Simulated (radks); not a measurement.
All-electron atom: Rb12+ in [Ar] 3d7.

Method: scalar-relativistic Kohn-Sham, SCAN, spin-polarised, spherical densities, finite nucleus; open shells are filled with parallel spins first (spin-orbit coupling, left out, can overturn this in heavy ions); meta-GGA in the generalised Kohn-Sham scheme; Fermi nuclear charge, rms radius 4.2036 fm; computed with a radial shooting solver on a logarithmic mesh with Libxc functionals.

Energy parts (hartree):
| part | energy |
|---|---|
| total | -2922.66638 |
| kinetic | 2995.12390 |
| electron-nucleus | -6765.99420 |
| Hartree | 939.99466 |
| exchange-correlation | -91.79074 |

Orbitals (lengths in bohr, moments of r in powers of bohr):
| orbital | occ. | eigenvalue (hartree) | <1/r> | <r^2> | <r^4> | <r> |
|---|---|---|---|---|---|---|
| 1s up | 1 | -565.1947 | 37.87 | 0.002189 | 0.00001237 | 0.04030 |
| 1s down | 1 | -565.1917 | 37.87 | 0.002189 | 0.00001237 | 0.04030 |
| 2s up | 1 | -85.75137 | 8.455 | 0.03715 | 0.002381 | 0.1775 |
| 2s down | 1 | -85.54105 | 8.470 | 0.03703 | 0.002365 | 0.1772 |
| 2p up | 3 | -77.21295 | 8.244 | 0.02937 | 0.001723 | 0.1550 |
| 2p down | 3 | -77.05487 | 8.257 | 0.02925 | 0.001708 | 0.1547 |
| 3s up | 1 | -21.55211 | 2.934 | 0.2747 | 0.1150 | 0.4904 |
| 3s down | 1 | -21.26974 | 2.916 | 0.2770 | 0.1171 | 0.4925 |
| 3p up | 3 | -18.75259 | 2.798 | 0.2799 | 0.1249 | 0.4915 |
| 3p down | 3 | -18.46315 | 2.778 | 0.2830 | 0.1279 | 0.4941 |
| 3d up | 5 | -14.24707 | 2.594 | 0.2632 | 0.1274 | 0.4705 |
| 3d down | 2 | -13.91729 | 2.575 | 0.2685 | 0.1334 | 0.4749 |

The highest occupied level is 3d down at -378.71 eV. The spin density at the nucleus is -2.482 e/bohr^3 (1s -0.310, 2s -9.293, 3s 7.121). Summed over all electrons, <r^2> = 4.347 bohr^2, which gives a Langevin (diamagnetic) susceptibility term of -3.44 x 10^-6 cm^3/mol. The electron density at the nucleus is 5.573e+04 e/bohr^3 (large components only). Spin moment in Bohr magnetons: 3. The density falls to 0.001 e/bohr^3 at r = 1.51 bohr.
